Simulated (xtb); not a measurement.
xtb input:

```bash
xtb mol.xyz --gfn 2 --ohess tight --chrg -1 --uhf 0
```
mol.xyz:
```
13

Si     2.03494936    -0.02662134     0.11209605
C      0.23911429     0.02465375    -0.02735756
C     -0.60793467     1.15160042     0.12125912
C     -1.93422427     0.68378527     0.06851322
C     -2.00328478    -0.70568987    -0.16830965
C     -0.63683462    -1.08664798    -0.22795891
H      2.64716740    -1.12433172    -0.73653261
H      2.64865850     1.28504313    -0.32211272
H      2.63661185    -0.22008465     1.47421604
H     -0.30906454     2.17784885     0.30854071
H     -2.80119288     1.35621551     0.13090555
H     -2.81522671    -1.28144354    -0.30324007
H     -0.33411918    -2.13595091    -0.34389394
```

Task: Which total energy does the run end on?

Result: -16.15802 Eh (GFN2-xTB).

It need not be the lowest isomer of its formula. Whether it binds its extra electron was not tested at this geometry.
